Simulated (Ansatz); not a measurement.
Ansatz (a program for electronic structure) input:

Ansatz 0.2 input:
```yaml
crystal:
  periodic: [false, false, false]
  atoms:
    - {symbol: Sb, position_ang: [-0.01602737, -0.01947852, 0.03811055]}
    - {symbol: H, position_ang: [-0.53320809, 1.26927154, -0.97307230]}
    - {symbol: H, position_ang: [1.35060378, -0.27586713, -0.97056559]}
basis:
  gaussian:
    orbitals: def2-TZVPD
hamiltonian:
  xc: {name: SVWN5}
total_charge: 1
```

### Question
What final total energy does it print?

### Answer
-240.70457 Eh (SVWN5/def2-TZVPD). The basis has 74 functions.

This state (charge 1, singlet) is run at the relaxed geometry of the species with charge 0 and multiplicity 2.
